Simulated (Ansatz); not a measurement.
Ansatz (a program for electronic structure) input:

Ansatz 0.2 input:
```yaml
crystal:
  periodic: [false, false, false]
  atoms:
    - {symbol: Zn, position_ang: [-0.37282179, -0.67969828, -0.28983161]}
    - {symbol: S, position_ang: [0.60743641, 1.24061584, 0.46642525]}
    - {symbol: H, position_ang: [1.46567121, 0.54109494, 1.23214432]}
basis:
  gaussian:
    orbitals: def2-TZVPD
hamiltonian:
  xc: {name: PBE-QIDH}
magnetization: {spin_polarized: true, initial_magnetization: 1}
correlation: {electrons: outside_noble_gas}
```

### Question
Predict the final energy.

### Answer
-2177.44401 Eh (PBE-QIDH/def2-TZVPD). The basis has 106 functions.

The spin state was set by rule; other spins were not relaxed.
